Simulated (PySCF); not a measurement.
C₅H₁₂OSi₂, SMILES C[SiH2]C#C[Si](C)(C)O, GFN2-xTB optimised geometry.

```
20

Si    -1.68    -3.15     3.99
C     -3.30    -2.38     4.62
C     -1.13    -2.21     2.49
C     -0.79    -1.59     1.51
Si    -0.24    -0.65     0.00
C     -0.98     1.10     0.00
C      1.66    -0.65     0.00
O     -0.84    -1.34    -1.36
H     -1.89    -4.55     3.61
H     -0.63    -3.04     5.02
H     -3.16    -1.34     4.89
H     -4.08    -2.42     3.86
H     -3.67    -2.90     5.50
H     -2.06     1.06     0.01
H     -0.65     1.66     0.87
H     -0.67     1.65    -0.88
H      2.06    -0.15    -0.88
H      2.06    -0.13     0.87
H      2.06    -1.66     0.02
H     -0.62    -2.23    -1.61
```

Density from PySCF with B3LYP/def2-SVP at that geometry.

Minimum of the electron density along straight lines between bonded atoms, close to the bond critical point (lines longer than 1.1 times the sum of covalent radii, or with two minima, are not listed):

```json
[
 {"bond": "Si1–C2", "length / Å": "1.898", "ρ at the minimum / e bohr⁻³": "0.112", "∇²ρ there / e bohr⁻⁵": "0.31", "position (fraction from the first atom)": "0.38"},
 {"bond": "Si1–C3", "length / Å": "1.852", "ρ at the minimum / e bohr⁻³": "0.110", "∇²ρ there / e bohr⁻⁵": "0.40", "position (fraction from the first atom)": "0.39"},
 {"bond": "C3–C4", "length / Å": "1.211", "ρ at the minimum / e bohr⁻³": "0.409", "∇²ρ there / e bohr⁻⁵": "-1.21", "position (fraction from the first atom)": "0.50"},
 {"bond": "C4–Si5", "length / Å": "1.863", "ρ at the minimum / e bohr⁻³": "0.108", "∇²ρ there / e bohr⁻⁵": "0.39", "position (fraction from the first atom)": "0.61"},
 {"bond": "Si5–C6", "length / Å": "1.896", "ρ at the minimum / e bohr⁻³": "0.114", "∇²ρ there / e bohr⁻⁵": "0.32", "position (fraction from the first atom)": "0.38"},
 {"bond": "Si5–C7", "length / Å": "1.905", "ρ at the minimum / e bohr⁻³": "0.112", "∇²ρ there / e bohr⁻⁵": "0.31", "position (fraction from the first atom)": "0.38"},
 {"bond": "Si5–O8", "length / Å": "1.637", "ρ at the minimum / e bohr⁻³": "0.126", "∇²ρ there / e bohr⁻⁵": "1.05", "position (fraction from the first atom)": "0.41"},
 {"bond": "Si1–H9", "length / Å": "1.470", "ρ at the minimum / e bohr⁻³": "0.116", "∇²ρ there / e bohr⁻⁵": "0.32", "position (fraction from the first atom)": "0.49"},
 {"bond": "Si1–H10", "length / Å": "1.470", "ρ at the minimum / e bohr⁻³": "0.117", "∇²ρ there / e bohr⁻⁵": "0.32", "position (fraction from the first atom)": "0.49"},
 {"bond": "C2–H11", "length / Å": "1.087", "ρ at the minimum / e bohr⁻³": "0.273", "∇²ρ there / e bohr⁻⁵": "-0.98", "position (fraction from the first atom)": "0.63"},
 {"bond": "C2–H12", "length / Å": "1.087", "ρ at the minimum / e bohr⁻³": "0.273", "∇²ρ there / e bohr⁻⁵": "-0.98", "position (fraction from the first atom)": "0.63"},
 {"bond": "C2–H13", "length / Å": "1.087", "ρ at the minimum / e bohr⁻³": "0.272", "∇²ρ there / e bohr⁻⁵": "-0.98", "position (fraction from the first atom)": "0.62"},
 {"bond": "C6–H14", "length / Å": "1.085", "ρ at the minimum / e bohr⁻³": "0.273", "∇²ρ there / e bohr⁻⁵": "-0.99", "position (fraction from the first atom)": "0.63"},
 {"bond": "C6–H15", "length / Å": "1.085", "ρ at the minimum / e bohr⁻³": "0.273", "∇²ρ there / e bohr⁻⁵": "-0.98", "position (fraction from the first atom)": "0.62"},
 {"bond": "C7–H17", "length / Å": "1.087", "ρ at the minimum / e bohr⁻³": "0.272", "∇²ρ there / e bohr⁻⁵": "-0.97", "position (fraction from the first atom)": "0.62"},
 {"bond": "C7–H18", "length / Å": "1.085", "ρ at the minimum / e bohr⁻³": "0.273", "∇²ρ there / e bohr⁻⁵": "-0.98", "position (fraction from the first atom)": "0.62"},
 {"bond": "C7–H19", "length / Å": "1.087", "ρ at the minimum / e bohr⁻³": "0.272", "∇²ρ there / e bohr⁻⁵": "-0.97", "position (fraction from the first atom)": "0.62"},
 {"bond": "O8–H20", "length / Å": "0.953", "ρ at the minimum / e bohr⁻³": "0.356", "∇²ρ there / e bohr⁻⁵": "-2.40", "position (fraction from the first atom)": "0.82"}
]
```
